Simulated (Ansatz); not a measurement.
Gas-phase electronic energies from Ansatz, PBE0-D4/def2-TZVP geometries. CCSD(T)/CBS adds triple-zeta CCSD(T) − MP2 to the extrapolated MP2 energy (def2 sets, frozen cores). For Ge outer-core shells are correlated without core-valence functions, which leaves a few kJ/mol of doubt a bond. Scalar relativity is left out up to krypton. One conformer a species, not always the lowest.

Consider the cleavage of the Si–Si bond: `N[SiH](F)[SiH2][SiH3]` + `[NH2][GeH2][OH]` → `[NH2][GeH2][O][SiH](N)F` + `[SiH3][SiH3]`.

```
          level  ΔE (kcal/mol)
CCSD/def2-TZVPP          -37.5
 MP2/def2-QZVPP          -37.2
```

(1) What does CCSD(T)/CBS give? (An estimate is asked.)

Largest T1 diagnostic among the species: 0.013.

Answers

(1) The calculation gave: -35.7 kcal/mol. The listed levels differ from it by -1.8, -1.5 kcal/mol.

The D4 term adds −0.7 kcal/mol with B3LYP and −0.4 kcal/mol with PBE0; it sums over pairs of atoms, weighted by their polarisabilities, and B3LYP, whose exchange is more repulsive, gets the larger term. From PBE to PBE0 (25 % exact exchange), in def2-TZVPP and without D4, ΔE moves by −2.4 kcal/mol.

B3LYP here is the variant with VWN-RPA as its local correlation; programs differ in this.
